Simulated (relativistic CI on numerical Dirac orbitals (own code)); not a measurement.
**Co V: sensitivity of the levels to the model**

Base calculation: Dirac-Coulomb-Breit CI, KLI orbitals optimised for each configuration, model QED (radiative potential, 1s self-energy scaled to tabulated hydrogen-like ionisation energies), valence Slater integrals scaled by 0.85, P86 correlation energy added to each configuration.

Configurations in the expansion (outside the closed core [Ne]): 3s2.3p6.3d5, 3s2.3p6.3d4.4s, 3s2.3p6.3d4.4p, 3s2.3p5.3d6, 3s2.3p6.3d4.4d, 3s2.3p6.3d4.5s, 3s2.3p6.3d4.5p, 3s2.3p6.3d4.4f, 3s2.3p6.3d4.5d, 3s2.3p6.3d3.4s.4p, 3s2.3p6.3d4.5f, 3s2.3p6.3d4.5g, 3s.3p6.3d6, 3s2.3p6.3d3.4s2, 3s2.3p6.3d2.4s2.4p, 3s2.3p6.3d2.4s2.4d, 3s2.3p6.3d2.4s2.5s, 3s2.3p6.3d2.4s2.5p. Double excitations out of closed p, d and f shells are left out; levels of such configurations are missing from the list, as are those of other unlisted configurations, and high levels can miss mixing partners.

Variants: (1) valence Slater integrals scaled by 0.75; (2) self-excluded LDA correlation estimate; (3) Breit term removed; (4) QED terms removed. Shifts of the energy above 3s2.3p6.3d5 6S_5/2, in cm⁻¹, for the lowest level and the first level of each name with at least 55 % of one term (blank where a level changes its place among those of its configuration and J or its character, or is not in the variant):

| Level | Base | Δ(1) | Δ(2) | Δ(3) | Δ(4) | Measured |
| --- | --- | --- | --- | --- | --- | --- |
| 3s2.3p6.3d5 6S_5/2 | 0.0 | 0.0 | 0.0 | 0.0 | 0.0 | 0.0 |
| 3s2.3p6.3d5 4G_11/2 | 35335.9 | -4095.0 | -2.4 | +172.9 | +0.2 | 37217.5 |
| 3s2.3p6.3d5 4G_9/2 | 35407.5 | -4091.5 | -2.4 | +103.1 | +0.1 |  |
| 3s2.3p6.3d5 4G_5/2 | 35415.6 | -4098.6 | -2.4 | -18.7 | +0.8 |  |
| 3s2.3p6.3d5 4G_7/2 | 35425.9 | -4093.7 | -2.4 | +37.6 | +0.4 |  |
| 3s2.3p6.3d5 4P_5/2 | 40201.3 | -4681.8 | -2.4 | -74.0 | +3.3 | 40753.2 |
| 3s2.3p6.3d5 4P_3/2 | 40349.7 | -4669.6 | -2.4 | -62.0 | +2.3 | 40890.9 |
| 3s2.3p6.3d5 4P_1/2 | 40513.4 | -4654.7 | -2.3 | -28.6 | +1.0 | 41023.8 |
| 3s2.3p6.3d5 4D_7/2 | 43258.7 | -4945.3 | -2.7 | +50.7 | +0.9 | 44709.1 |
| 3s2.3p6.3d5 4D_1/2 | 43475.1 | -4925.5 | -2.7 | -6.8 | -0.3 | 44907.5 |
| 3s2.3p6.3d5 4D_3/2 | 43586.2 | -4915.5 | -2.7 | +42.9 | -1.3 |  |
| 3s2.3p6.3d5 4D_5/2 | 43593.4 | -4916.4 | -2.6 | +79.6 | -1.5 |  |
| 3s2.3p6.3d5 2I_11/2 | 51000.7 | -5959.0 | -3.8 | +124.0 | +0.7 |  |
| 3s2.3p6.3d5 2I_13/2 | 51020.4 | -5946.2 | -3.8 | +253.3 | -0.3 |  |
| 3s2.3p6.3d5 2D_5/2 | 55726.2 | -6462.9 | -5.0 | -109.9 | +5.6 | 57082.6 |
| 3s2.3p6.3d5 2D_3/2 | 56452.4 | -6441.2 | -4.9 | -11.1 | +1.9 | 57823.2 |
| 3s2.3p6.3d5 2F_7/2 | 57945.2 | -6630.5 | -4.6 | +56.8 | +1.1 | 59454.9 |
| 3s2.3p6.3d5 4F_9/2 | 59275.0 | -6964.3 | +0.1 | +75.3 | +1.1 | 60830.3 |
| 3s2.3p6.3d5 4F_7/2 | 59443.8 | -6938.1 | +0.2 | +40.7 | -0.2 | 60973.6 |
| 3s2.3p6.3d5 4F_3/2 | 59689.4 | -6904.0 | 0.0 | +21.6 | -1.6 |  |
| 3s2.3p6.3d5 4F_5/2 | 59753.4 |  | -1.4 | +99.4 | -4.0 |  |
| 3s2.3p6.3d5 2H_9/2 | 62264.0 | -7287.3 | -3.2 | +45.0 | +2.2 | 64742.3 |

At this charge configurations can still be misplaced by up to about 7 % of their energy. 45 of the 46 excited levels that our extract of the measured tables holds in this range could be paired (the sources list more); they are missed by 1988 cm⁻¹ on average and 3207 at most, and levels without a partner can miss by more. Some levels of the ground configuration have no partner and can miss by 10 % or more.

Measured levels: Sugar and Corliss, J. Phys. Chem. Ref. Data 10, 1097 (1981).

Ionisation energy from the two ground configurations alone: base 79.36 eV; valence Slater integrals scaled by 0.75 79.05 eV; self-excluded LDA correlation estimate 79.88 eV; Breit term removed 79.33 eV. The NIST ASD value (semi-empirical) is 79.5 eV.
